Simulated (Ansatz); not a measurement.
System: C₃H₁₁NSi, net charge 0, singlet state. SMILES: C(C)[SiH2]NC
Structure (B3LYP-D3(BJ)/def2-TZVP (Ansatz, a first-principles code) minimum search):
```xyz
16

C     -2.0073     1.0107     0.0730
C     -1.3238    -0.1586     0.7904
Si     0.0142    -1.0040    -0.2187
N      1.2194     0.1293    -0.7037
C      2.0493     0.8779     0.2280
H     -2.4945     0.6789    -0.8466
H     -2.7693     1.4792     0.6997
H     -1.2830     1.7779    -0.2051
H     -0.8862     0.1801     1.7356
H     -2.0578    -0.9227     1.0685
H     -0.5355    -1.5675    -1.4773
H      0.5462    -2.1303     0.6049
H      1.6503    -0.0045    -1.6047
H      2.9293     0.3223     0.5760
H      1.4631     1.1459     1.1091
H      2.3940     1.8121    -0.2216
```
Charge 0, spin multiplicity 1.

Quantity: atomisation energy (electronic, to ground-state atoms), in kcal/mol. Valence correlation only, unless marked. Open shells are spin-unrestricted. Spin-orbit coupling is left out. Non-relativistic. The coupled-cluster limit lacks core correlation, which all-electron functionals hold. CBS(X,Y): correlation extrapolated as X^-3; Hartree-Fock from the larger set.

```csv
level,program,atomisation energy (kcal/mol)
PBE-D4/def2-TZVPD,Ansatz + dftd4,1414.1
BLYP-D3(BJ)/def2-TZVPD,Ansatz + dftd3,?
PBE0/def2-QZVPP,Ansatz,?
r2SCANh-D4/def2-TZVPD,Ansatz + dftd4,1391.7
r2SCAN0/def2-TZVPD,Ansatz,1382.7
wB97X-V/def2-TZVPD,Ansatz,1403.9
PBE-QIDH/def2-TZVPD,Ansatz,?
CCSD/cc-pV(T+d)Z,Ansatz,?
CCSD(T) with core electrons (1s frozen past Ne)/cc-pwCVTZ,Ansatz,1371.7
"CCSD(T)/CBS(cc-pV(T+d)Z,cc-pV(Q+d)Z)",Ansatz,1399.6
```

### Question
Complete the blanks.

### Answer

- BLYP-D3(BJ)/def2-TZVPD, atomisation energy (kcal/mol): 1393.4
- PBE0/def2-QZVPP, atomisation energy (kcal/mol): 1395.9
- PBE-QIDH/def2-TZVPD, atomisation energy (kcal/mol): 1384.3
- CCSD/cc-pV(T+d)Z, atomisation energy (kcal/mol): 1350.8
